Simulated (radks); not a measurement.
Tc XVI, configuration [Ar] 3d10 (the NIST ground configuration). Method: non-relativistic Kohn-Sham, PBE, spin-polarised, spherical densities, point nucleus; relativity is left out, which matters for an element this heavy; computed with a radial shooting solver on a logarithmic mesh with Libxc functionals. Some entries of the table are withheld. Estimate them.

orbital  occ.  eigenvalue (hartree)  r(max) (bohr)  <r> (bohr)
1s          2             -759.6081        0.02345     0.03544
2s          2             -117.2143         0.1308      0.1545
2p          6             -109.2368         0.1028         (1)
3s          2                   (2)            (3)      0.4224
3p          6             -27.06654            (4)      0.4152
3d         10                   (5)         0.3078      0.3878

Answer. 
(1) 2p <r> (bohr): 0.1323
(2) 3s eigenvalue (hartree): -30.17515
(3) 3s r(max) (bohr): 0.3814
(4) 3p r(max) (bohr): 0.3681
(5) 3d eigenvalue (hartree): -21.38050
